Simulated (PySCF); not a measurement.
## Assigning NMR signals

Bonds (- single, = double, # triple, : aromatic): C1#C2, C2-Si3, Si3-C4, C4-C5, C5=C6, C6-C7, C7#N8, C6-C9, C9-C10, C10-Si3. C1 carries H11; Si3 carries H12; C4 carries H13, H14; C5 carries H15; C9 carries H16, H17; C10 carries H18, H19. Stereochemistry as in C#C[Si@@H]1CC=C(C#N)CC1. H13, H17, H19 are cis to C2 on the ring; H14, H16, H18 are trans to C2 on the ring.

[PySCF 2.14.0 with density-fitted response routines: σ from GIAO-PBE0/pcSseg-1; GFN2-xTB geometry; no solvent; non-relativistic Hamiltonian; one conformer]

Scale: $^{13}$C (σref 186.93), $^{1}$H (σref 31.72) vs TMS (reference shieldings calculated alike).

(1) Assign these signals to the numbered atoms. $^{13}$C{$^{1}$H} NMR (computed): δ 154.3 (CH), 124.9 (C), 123.9 (C), 105.2 (CH), 88.1 (C), 28.9 (CH2), 18.0 (CH2), 12.0 (CH2).

(2) Assign these signals to the numbered atoms. $^{1}$H NMR (600 MHz, computed): δ 7.08 (m, 1H), 4.39 (m, 1H), 2.78 (m, 1H), 2.24 (m, 1H), 2.14 (m, 1H), 2.00 (d, 1H), 1.70 (m, 1H), 1.13 (m, 1H), 0.90 (m, 1H).

Answers

(1) 
| δ (ppm) | atoms | environment | reason |
| --- | --- | --- | --- |
| 154.3 | C5 | alkene CH | an sp2 carbon of a C=C bond |
| 124.9 | C7 | nitrile carbon | C≡N carbons fall here, among the sp2 signals but without a proton |
| 123.9 | C6 | fully substituted alkene carbon | an sp2 carbon of a C=C bond |
| 105.2 | C1 | terminal alkyne carbon | – |
| 88.1 | C2 | alkyne carbon | the triple bond shields along its axis, which puts it between sp3 and sp2 carbons |
| 28.9 | C9 | allylic sp3 CH2 | saturated and bonded to C and H only |
| 18.0 | C4 | allylic sp3 CH2 bonded to Si | – |
| 12.0 | C10 | sp3 CH2 bonded to Si | – |

C7 and C6 lie closer than the usual error of such a calculation, so a measured spectrum could show them in the other order.

(2) 
7.08 → H15, hydrogen on an alkene CH: olefinic region
4.39 → H12, hydrogen on a silicon bonded to 3 C, in a 6-membered ring
2.78 → H16, hydrogen on an allylic sp3 CH2: allylic position
2.24 → H14, hydrogen on an allylic sp3 CH2 bonded to Si: allylic position
2.14 → H17, hydrogen on an allylic sp3 CH2: allylic position
2.00 → H11, hydrogen on a terminal alkyne carbon: it lies on the axis of the triple bond, in its shielding cone
1.70 → H13, hydrogen on an allylic sp3 CH2 bonded to Si: allylic position
1.13 → H19, hydrogen on an sp3 CH2 bonded to Si
0.90 → H18, hydrogen on an sp3 CH2 bonded to Si: an electropositive neighbour shields it, as in TMS itself

H14 and H17 lie closer than the usual error of such a calculation, so a measured spectrum could show them in the other order.

Shifts are as computed. Against solution values, carbons near 30 ppm lie about +3 ppm off and those near 130 ppm about +5 ppm. Of 1309 compounds with measured shifts, 239 miss one by over three times the rms of a fit or turn the order of signals round; such compounds aren't used in these exercises. Multiplicities follow the n + 1 count of equivalent neighbours, as no J values were calculated; m marks all less simple cases, F and P coupling included.
